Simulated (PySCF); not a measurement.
An equivalent PySCF input for F²⁺ (fluorine, charge +2), [He] 2s2 2p3, high-spin 4S determinant, with the spin-free X2C one-electron Hamiltonian (Gaussian nucleus):

```python
from pyscf import gto, scf, dft, mp, cc
import basis_set_exchange as bse
mol = gto.M(atom="F 0 0 0", charge=2, spin=3, symmetry="D2h",
            basis=gto.basis.parse(bse.get_basis("jorge-DZP-DKH", elements=["F"], fmt="nwchem", header=False)),
            nucmod="G")
mf = dft.UKS(mol, xc="B3LYP").sfx2c1e()
mf.irrep_nelec = {'Ag': (2, 2), 'B1u': (1, 0), 'B2u': (1, 0), 'B3u': (1, 0)}
mf.kernel()
```

It reaches the same state as the run whose output follows, with an energy that differs only through the grid. The run itself started from symmetry-adapted Hartree-Fock orbitals and held the occupation by maximum overlap, on a logarithmic radial grid, so the iterations belong to that start.

```
SCF conv_tol = 1e-09
number electrons alpha = 5  beta = 2
XC functionals = B3LYP
    P. J. Stephens, F. J. Devlin, C. F. Chabalowski, and M. J. Frisch.,  J. Phys. Chem. 98, 11623 (1994)
cycle= 1 E= -97.8771508803406  delta_E= -0.00141  |g|= 0.00703  |ddm|= 0.0461
cycle= 2 E= -97.8771616314121  delta_E= -1.08e-05  |g|= 0.00117  |ddm|= 0.00566
cycle= 3 E= -97.8771619914408  delta_E= -3.6e-07  |g|= 0.000163  |ddm|= 0.000903
cycle= 4 E= -97.8771619987339  delta_E= -7.29e-09  |g|= 6.39e-06  |ddm|= 0.000138
cycle= 5 E= -97.8771619987466  delta_E= -1.26e-11  |g|= 9.6e-08  |ddm|= 4.91e-06
converged SCF energy = -97.8771619987466  <S^2> = 3.7514482  2S+1 = 4.000724
```
